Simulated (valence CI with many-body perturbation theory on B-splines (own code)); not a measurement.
# E1 line list for Bi78+

Level of theory: configuration interaction combined with many-body perturbation theory (CI+MBPT): three valence electrons over a frozen Dirac-Fock core [He], a basis of 11 s, 11 p, 9 d, 7 f, 5 g, 2 h, 1 i functions for each j, with the one-electron correlation potential Σ1 (screened to all orders), the two-electron term Σ2, the three-electron term Σ3, Breit, model QED; selected single and double excitations, second order for the rest (own B-spline code, finite nucleus).

The last digits are not significant, and no measured levels were compared; by estimate large intervals hold to a few tenths of a per cent, small ones and those within an open d or f shell to about a per cent.

Lines 101 to 150 of 296 in falling wavelength, among levels below 18241 eV, chosen from the strongest by gf and those to the six lowest levels. Wavelengths and rates use the calculated energies. Electric multipoles are in the length gauge, E1 and E2 with the static RPA response of the core. Weak lines are less certain than strong ones. Lines between different terms over intervals too small for the method are left out, as are lines whose strength nearly cancels. The highest levels of a list are the least certain.

Levels are named by their leading jj configuration (3d3/2^4 stands for four electrons in 3d with j = 3/2), which in mixed levels can hold well under half, so a name can repeat and another be missing. Letters in brackets count levels of one name in rising energy.

| λ vac (nm) | Upper | Lower | A (s⁻¹) | log gf | Branch % |
| --- | --- | --- | --- | --- | --- |
| 0.4367 | (2s 2p3/2 3s) J=1/2 | (2s^2 3s) J=1/2 | 3.86e+13 | -0.66 | 5.6 |
| 0.4367 | (2s 2p3/2 3p1/2) J=3/2 [b] | (2s^2 3p1/2) J=1/2 | 3.74e+13 | -0.37 | 7.0 |
| 0.4365 | (2p1/2 2p3/2 3d5/2) J=3/2 [b] | (2s 2p1/2 3d5/2) J=5/2 [b] | 1.99e+13 | -0.64 | 0.7 |
| 0.4362 | (2p1/2 2p3/2 3p3/2) J=5/2 [b] | (2s 2p1/2 3p3/2) J=5/2 [b] | 2.16e+13 | -0.43 | 1.0 |
| 0.4362 | (2p1/2 2p3/2 3d5/2) J=7/2 [b] | (2s 2p1/2 3d5/2) J=7/2 | 1.40e+13 | -0.49 | 0.3 |
| 0.4360 | (2p1/2 2p3/2 3d3/2) J=3/2 [a] | (2s 2p1/2 3d3/2) J=3/2 [a] | 2.19e+13 | -0.60 | 2.3 |
| 0.4360 | (2p1/2 2p3/2 3d3/2) J=5/2 [a] | (2s 2p1/2 3d3/2) J=3/2 [a] | 1.24e+13 | -0.67 | 3.4 |
| 0.4357 | (2p1/2 2p3/2 3p1/2) J=3/2 [a] | (2s 2p1/2 3p1/2) J=1/2 [a] | 1.61e+13 | -0.74 | 1.2 |
| 0.4357 | (2s 2p3/2 3d5/2) J=5/2 [b] | (2s 2p1/2 3p3/2) J=5/2 [a] | 2.27e+13 | -0.41 | 1.0 |
| 0.4356 | (2s 2p3/2 3p3/2) J=3/2 [b] | (2s^2 3p3/2) J=3/2 | 3.70e+13 | -0.38 | 8.6 |
| 0.4353 | (2s 2p3/2 3s) J=3/2 [b] | (2s^2 3s) J=1/2 | 3.64e+13 | -0.38 | 10.4 |
| 0.4353 | (2s 2p3/2 3d3/2) J=1/2 [b] | (2s^2 3d3/2) J=3/2 | 3.93e+13 | -0.65 | 1.2 |
| 0.4352 | (2p1/2 2p3/2 3d5/2) J=5/2 [a] | (2s 2p1/2 3d5/2) J=5/2 [a] | 9.84e+12 | -0.78 | 0.4 |
| 0.4348 | (2s 2p3/2 3p3/2) J=1/2 [b] | (2s^2 3p3/2) J=3/2 | 3.62e+13 | -0.69 | 63.1 |
| 0.4347 | (2p1/2 2p3/2 3s) J=3/2 [a] | (2s 2p1/2 3s) J=1/2 [a] | 2.25e+13 | -0.59 | 7.6 |
| 0.4340 | (2s 2p3/2 3d5/2) J=3/2 [b] | (2s 2p1/2 3p3/2) J=5/2 [a] | 1.77e+13 | -0.70 | 0.7 |
| 0.4337 | (2s 2p1/2 2p3/2) J=1/2 | (2s^2 2p1/2) J=1/2 | 4.05e+13 | -0.64 | 99.7 |
| 0.4335 | (2s 2p1/2 2p3/2) J=3/2 [b] | (2s^2 2p1/2) J=1/2 | 3.78e+13 | -0.37 | 99.9 |
| 0.4328 | (2p1/2 2p3/2^2) J=3/2 | (2s 2p1/2 2p3/2) J=5/2 | 3.15e+12 | -1.45 | 5.4 |
| 0.4324 | (2p1/2 2p3/2^2) J=1/2 | (2s 2p1/2 2p3/2) J=3/2 [b] | 4.10e+13 | -0.64 | 66.9 |
| 0.4322 | (2p1/2 2p3/2^2) J=1/2 | (2s 2p1/2 2p3/2) J=1/2 | 1.97e+13 | -0.96 | 32.0 |
| 0.4321 | (2p1/2^2 2p3/2) J=3/2 | (2s 2p1/2^2) J=1/2 | 2.83e+13 | -0.50 | 99.4 |
| 0.4313 | (2s 2p3/2^2) J=1/2 | (2s^2 2p3/2) J=3/2 | 3.13e+13 | -0.76 | 99.0 |
| 0.4312 | (2s 2p3/2^2) J=3/2 | (2s^2 2p3/2) J=3/2 | 5.92e+13 | -0.18 | 99.1 |
| 0.4295 | (2p1/2 2p3/2^2) J=5/2 | (2s 2p1/2 2p3/2) J=5/2 | 2.74e+13 | -0.34 | 49.0 |
| 0.4265 | (2p1/2 2p3/2^2) J=3/2 | (2s 2p1/2 2p3/2) J=3/2 [a] | 2.93e+13 | -0.49 | 50.4 |
| 0.4233 | (2p1/2 2p3/2^2) J=5/2 | (2s 2p1/2 2p3/2) J=3/2 [a] | 6.02e+11 | -2.01 | 1.1 |
| 0.4218 | (2p3/2^3) J=3/2 | (2s 2p3/2^2) J=5/2 | 1.60e+13 | -0.77 | 18.4 |
| 0.4135 | (2p1/2 2p3/2^2) J=1/2 | (2s 2p1/2 2p3/2) J=3/2 [a] | 5.25e+11 | -2.57 | 0.9 |
| 0.1093 | (2s 2p1/2 3s) J=1/2 [a] | (2s 2p1/2 2p3/2) J=1/2 | 1.90e+13 | -2.17 | 4.0 |
| 0.1092 | (2s^2 3p1/2) J=1/2 | (2s 2p1/2 2p3/2) J=3/2 [a] | 3.15e+12 | -2.95 | 15.7 |
| 0.1090 | (2s 2p1/2 3s) J=3/2 | (2s 2p1/2 2p3/2) J=1/2 | 1.10e+13 | -2.10 | 2.1 |
| 0.1087 | (2s 2p1/2 3s) J=1/2 [b] | (2s 2p1/2 2p3/2) J=1/2 | 1.60e+14 | -1.25 | 37.6 |
| 0.1087 | (2p1/2 2p3/2 3s) J=5/2 | (2p1/2 2p3/2^2) J=5/2 | 2.00e+14 | -0.67 | 61.3 |
| 0.1086 | (2p1/2 2p3/2 3s) J=3/2 [b] | (2p1/2 2p3/2^2) J=5/2 | 2.99e+14 | -0.68 | 52.0 |
| 0.1082 | (2s 2p1/2 3s) J=3/2 | (2s 2p1/2 2p3/2) J=5/2 | 3.25e+14 | -0.64 | 61.5 |
| 0.1082 | (2s 2p3/2 3s) J=5/2 | (2s 2p3/2^2) J=5/2 | 2.05e+14 | -0.67 | 57.5 |
| 0.1081 | (2s 2p1/2 3s) J=1/2 [a] | (2s 2p1/2 2p3/2) J=3/2 [a] | 3.74e+14 | -0.88 | 78.3 |
| 0.1080 | (2s^2 3s) J=1/2 | (2s^2 2p3/2) J=3/2 | 4.23e+14 | -0.83 | 79.7 |
| 0.1079 | (2s 2p3/2 3s) J=3/2 [a] | (2s 2p3/2^2) J=5/2 | 3.18e+14 | -0.65 | 52.2 |
| 0.1078 | (2s 2p1/2 3s) J=3/2 | (2s 2p1/2 2p3/2) J=3/2 [a] | 2.64e+13 | -1.74 | 5.0 |
| 0.1075 | (2s 2p1/2 3s) J=1/2 [b] | (2s 2p1/2 2p3/2) J=3/2 [a] | 5.14e+12 | -2.75 | 1.2 |
| 0.1043 | (2s 2p1/2 3p1/2) J=1/2 [b] | (2s^2 2p3/2) J=3/2 | 2.48e+12 | -3.09 | 0.5 |
| 0.1013 | (2s 2p1/2 3d3/2) J=3/2 [a] | (2s 2p1/2 2p3/2) J=1/2 | 1.41e+13 | -2.06 | 1.8 |
| 0.1010 | (2p1/2^2 3d3/2) J=3/2 | (2p1/2^2 2p3/2) J=3/2 | 4.28e+14 | -0.58 | 88.3 |
| 0.1010 | (2p1/2 2p3/2 3d3/2) J=5/2 [a] | (2p1/2 2p3/2^2) J=5/2 | 2.18e+14 | -0.70 | 59.7 |
| 0.1009 | (2s 2p1/2 3d3/2) J=3/2 [b] | (2s 2p1/2 2p3/2) J=1/2 | 5.34e+13 | -1.49 | 1.5 |
| 0.1009 | (2s 2p1/2 3d3/2) J=1/2 | (2s 2p1/2 2p3/2) J=1/2 | 2.25e+14 | -1.16 | 6.2 |
| 0.1008 | (2p1/2 2p3/2 3d3/2) J=3/2 [a] | (2p1/2 2p3/2^2) J=3/2 | 2.66e+14 | -0.79 | 28.3 |
| 0.1006 | (2p1/2 2p3/2 3d3/2) J=3/2 [b] | (2p1/2 2p3/2^2) J=5/2 | 3.57e+14 | -0.66 | 10.3 |

**Question.** How does gf follow from A for the line at 0.4233 nm?

**Answer.** gf = 1.4992 × (2J+1)_upper × A / σ², with σ = 23626154 cm⁻¹ and 2J+1 = 6: gf = 0.00971.
